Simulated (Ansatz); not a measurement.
All numbers were calculated with Ansatz.

A structure relaxed at PBE0-D4/def2-TZVP, charge 0, multiplicity 1:

```xyz
8

N    -0.074   -0.606   -1.610
Sn    0.250   -0.026    0.268
F     0.835    1.788    0.450
F     1.800   -1.006    0.787
Se   -1.676   -0.312    1.808
H     0.786   -0.713   -2.133
H    -0.697    0.004   -2.124
H    -1.224    0.872    2.553
```

Q: Give its formula and SMILES.

A: F2H3NSeSn, `[NH2][Sn]([F])([F])[SeH]`.

Q: Summarise the bond lengths by kind.

A: 1 × N–Sn 1.992 Å; 2 × H–N 1.012 to 1.013 Å; 2 × F–Sn 1.905 to 1.915 Å; 1 × Se–Sn 2.482 Å; 1 × H–Se 1.470 Å.
